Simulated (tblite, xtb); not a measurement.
C$_{3}$H$_{9}$N, charge -1, doublet, at the geometry of the source list (a state made from the parent by changing its charge; the spin is typed, not shown lowest). Base run: GFN1-xTB in xtb 6.7.1.

Input for xtb:
```
$ xtb mol.xyz --gfn 1 --chrg -1 --uhf 1 --json

# file mol.xyz
13

C     -1.84920000    -0.01180000     0.24420000
C     -0.45170000    -0.44620000    -0.17220000
N      0.50820000     0.61060000     0.09070000
C      1.86330000     0.24610000    -0.26290000
H     -2.12030000     0.90360000    -0.27380000
H     -2.57180000    -0.78570000    -0.00010000
H     -1.88760000     0.17370000     1.31550000
H     -0.18660000    -1.38970000     0.34160000
H     -0.43000000    -0.64000000    -1.24940000
H      0.46920000     0.85900000     1.07650000
H      2.52560000     1.07800000    -0.03140000
H      1.90260000     0.05650000    -1.33590000
H      2.22840000    -0.65400000     0.25730000
```

Programs used: tblite, xtb; a row that names a program was run with it.

Variants of this job, named by their change:

| change | ΔE vs base (kJ/mol) | G_solv (kcal/mol) | SCF cycles |
|---|---|---|---|
| base | 0.00 | - | 14 |
| acc = 1000 | 0.04 | - | 9 |
| alpb = benzene | -187.7 | -44.94 | 13 |
| etemp = 10000 | -167.3 | - | 9 |
| alpb = ether | -172.6 | -41.38 | 13 |
| gbsa = chcl3 | -227.6 | -54.79 | 12 |
| program = tblite; method = gfn1; option = --grad | 0.00 | - | - |
| etemp = 5000 | -57.4 | - | 10 |

ALPB and GBSA are two models with their own fitted parameters for each solvent, which aren't always the measured dielectric constant.
